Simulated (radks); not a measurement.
Pt+, 77 electrons, occupied as [Xe] 4f14 5d9 (the NIST ground configuration). Calculated with a radial shooting solver on a logarithmic mesh with Libxc functionals: Dirac Kohn-Sham, PBE, spin-unpolarised, spherical densities, point nucleus; open shells are shared between the two j in proportion to 2j + 1; speed of light set to 205.554 atomic units (1.5 times the physical value, a model run).

Spin-orbit splittings of the eigenvalues, e(l+1/2) - e(l-1/2), with zeta = 2 splitting/(2l+1) and mean radii in bohr:

shell  occ.  splitting (eV)  zeta (eV)  <r> j=l-1/2  <r> j=l+1/2
2p        6           674.8      449.9      0.06485      0.06840
3p        6           147.1      98.05       0.1884       0.1949
3d       10           36.06      14.43       0.1701       0.1722
4p        6           34.64      23.09       0.4427       0.4568
4d       10           7.375      2.950       0.4666       0.4715
4f       14           1.598     0.4565       0.5071       0.5102
5p        6           5.638      3.759        1.102        1.145
5d        9          0.6173     0.2469        1.611        1.642
